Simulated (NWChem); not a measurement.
Molecule: CH4CdO; SMILES C[O][CdH]

```xyz
7

Cd     0.4643     0.6626     0.1088
H      0.9641     2.1931    -0.2246
O     -0.1295    -1.1708     0.5151
C      0.4072    -2.3530     0.0297
H      1.4734    -2.5099     0.3008
H     -0.1476    -3.2131     0.4526
H      0.3441    -2.4578    -1.0748
```
Atoms are numbered in this order, from 1.

Results from NWChem. STO-3G and 3-21G are far too small for this property and stand as cheap habits. All runs use the structure optimised with PBE0/def2-SVP. def2 effective core potentials on Cd; no spin-orbit coupling. B3LYP is NWChem's, with the RPA form of VWN correlation. Field at 589 nm.

### Question
Order these by “isotropic polarisability (bohr³)”, lowest first: B3LYP/def2-SVPD (core potentials); B3LYP/STO-3G (all-electron, non-relativistic); B3LYP/def2-SVP (core potentials).

### Answer
B3LYP/STO-3G (all-electron, non-relativistic) (28.1), B3LYP/def2-SVP (core potentials) (46.7), B3LYP/def2-SVPD (core potentials) (52.9)
